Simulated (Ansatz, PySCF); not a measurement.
The pair A = GeH3I (SMILES [GeH3][I]) (first 5 atoms), B = CH4 (SMILES C); geometry from B3LYP-D3(BJ)/def2-TZVP.
(charge 0, multiplicity 1):
```xyz
10

Ge    -0.96600     1.13646     0.75836
I      0.21708    -0.99698     0.05100
H      0.06753     2.02845     1.45395
H     -1.50920     1.79795    -0.51394
H     -2.09979     0.74161     1.71024
C      0.09233    -0.02976     4.28169
H      0.47234    -0.61882     3.44841
H      0.47133    -0.43786     5.21756
H      0.42162     1.00352     4.17883
H     -0.99641    -0.06640     4.28581
```

Cores are frozen in the correlated methods. Filled d and f shells under p-block atoms count as core. CBS(a, b) extrapolates the correlation energy as X⁻³ and adds the Hartree–Fock energy of set b. MP2 and its Hartree–Fock in def2-TZVPPD are density fitted.

The values were computed with Ansatz (a first-principles code) with Gaussian orbitals; PySCF for the dispersion terms. Each number belongs to the level named beside it. In def2 rows elements past Kr take small-core potentials, without spin–orbit coupling.

The monomers are drawn apart, rigid, along the line of their centres of mass. Counterpoise-corrected interaction energies (kcal/mol):

```json
[
 {"level": "PBE-D3(BJ)/def2-TZVPPD", "R = 5.525 Å": "-0.3995", "R = 7.069 Å": "-0.0753"},
 {"level": "wB97M-V/def2-TZVPPD", "R = 5.525 Å": "-0.3069", "R = 7.069 Å": "-0.0646"},
 {"level": "MP2/CBS(def2-SVPD, def2-TZVPPD) + ΔCCSD(T)/def2-SVPD", "R = 5.525 Å": "-0.2950", "R = 7.069 Å": "-0.0648"}
]
```

### Question
R is the distance of the centres of mass. Find the local exponent m of E ∝ R⁻ᵐ between the two points.

### Answer

m = ln(E₁/E₂)/ln(R₂/R₁): PBE-D3(BJ)/def2-TZVPPD 6.8; wB97M-V/def2-TZVPPD 6.3; MP2/CBS(def2-SVPD, def2-TZVPPD) + ΔCCSD(T)/def2-SVPD 6.2. For scale, two fixed dipoles give m = 3, dipole and quadrupole 4, quadrupoles 5, and dispersion or dipole-induced dipole 6 at long range; at these distances several terms mix, and what is left of overlap and damping shifts m, so it need not match one of them.
